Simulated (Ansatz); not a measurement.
Isolated molecules relaxed with PBE0-D4/def2-TZVP in Ansatz; ΔE leaves out vibrations. CBS: MP2 limit from def2 TZ/QZ plus the TZ coupled-cluster correction, frozen cores. This one scheme is used for every species. DFT in def2-TZVPP. Elements past krypton have def2 core potentials. For Sn outer-core shells are correlated without core-valence functions, which leaves a few kJ/mol of doubt a bond. One conformer a species, not always the lowest.

`C[O][Sn]([OH])([Cl])[Cl]` + H–F → `C[O][Sn]([OH])([F])[Cl]` + HCl  (ligand exchange at the Sn–Cl bond)

| level | ΔE (eV) |
| --- | --- |
| ωB97M-V | 0.36 |
| PBE0 | 0.39 |
| HF/def2-QZVPP | 0.32 |
| CCSD/CBS(def2) | 0.39 |

(1) What does CCSD(T)/CBS give? (An estimate is asked.)

Largest T1 diagnostic among the species: 0.014.

Answers

(1) Ansatz gave: +0.40 eV. The listed levels differ from it by -0.04, -0.01, -0.08, -0.01 eV.

From PBE to PBE0 (25 % exact exchange), in def2-TZVPP and without D4, ΔE moves by +0.07 eV. The D4 term adds +0.07 eV with B3LYP and +0.04 eV with PBE0; it sums over pairs of atoms, weighted by their polarisabilities, and B3LYP, whose exchange is more repulsive, gets the larger term.

B3LYP here is the variant with VWN-RPA as its local correlation; programs differ in this.
